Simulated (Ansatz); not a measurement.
Calculated with Ansatz (gas phase, PBE0-D4/def2-TZVP geometries, no zero-point term in ΔE). CCSD(T)/CBS adds triple-zeta CCSD(T) − MP2 to the extrapolated MP2 energy (def2 sets, frozen cores). This one scheme is used for every species. DFT in def2-TZVPP. For Se outer-core shells are correlated without core-valence functions, which leaves a few kJ/mol of doubt a bond. Scalar relativity is left out up to krypton. One conformer a species, not always the lowest.

Reaction (ligand exchange at the Si–C bond): `C[SiH](C)[SiH3]` + H₂Se → `C[SiH]([SiH3])[SeH]` + CH₄

`C[SiH](C)[SiH3]`:

Cartesian coordinates in Å:
```
C -1.162 -1.171 -0.871
Si -0.312 0.388 -0.261
C 1.323 0.647 -1.145
Si 0.031 0.266 2.054
H -2.126 -1.314 -0.378
H -1.338 -1.116 -1.949
H -0.546 -2.052 -0.673
H -1.199 1.560 -0.528
H 1.170 0.718 -2.225
H 1.812 1.565 -0.812
H 2.005 -0.186 -0.955
H 0.695 1.497 2.569
H 0.903 -0.896 2.392
H -1.256 0.095 2.784
```

H₂Se:

```xyz
3

Se   -0.022   -0.092    0.678
H     1.047    0.195   -0.285
H    -1.025   -0.103   -0.393
```

`C[SiH]([SiH3])[SeH]`:

Cartesian coordinates in Å:
```
C 0.196 1.479 -1.156
Si -0.595 0.283 0.047
Si 0.974 -1.001 1.211
Se -1.883 -1.126 -1.226
H -0.567 2.030 -1.711
H 0.813 2.202 -0.616
H 0.831 0.951 -1.870
H -1.459 1.025 1.008
H 1.791 -0.166 2.137
H 1.885 -1.672 0.245
H 0.273 -2.042 2.011
H -2.259 -1.963 -0.079
```

CH₄:

Z-matrix (Å, degrees):
```
C
H 1 1.090
H 1 1.090 2 109.5
H 1 1.090 2 109.5 3 -120.0
H 1 1.090 2 109.5 3 120.0
```

| level | ΔE (kcal/mol) |
| --- | --- |
| PBE0 | -17.9 |
| CCSD/def2-TZVPP | -17.0 |

(1) What does CCSD(T)/CBS give? (Estimate.)

Largest T1 diagnostic among the species: 0.011.

Results:

(1) The calculation gave: -18.4 kcal/mol. The listed levels differ from it by 0.5, 1.4 kcal/mol.

The D4 term adds −0.9 kcal/mol with B3LYP and −0.5 kcal/mol with PBE0; it sums over pairs of atoms, weighted by their polarisabilities, and B3LYP, whose exchange is more repulsive, gets the larger term.

B3LYP here is the variant with VWN-RPA as its local correlation; programs differ in this.

CCSD(T)/CBS has its own doubt, a few kJ/mol and more with outer-core shells, so smaller differences from it don't rank the levels.
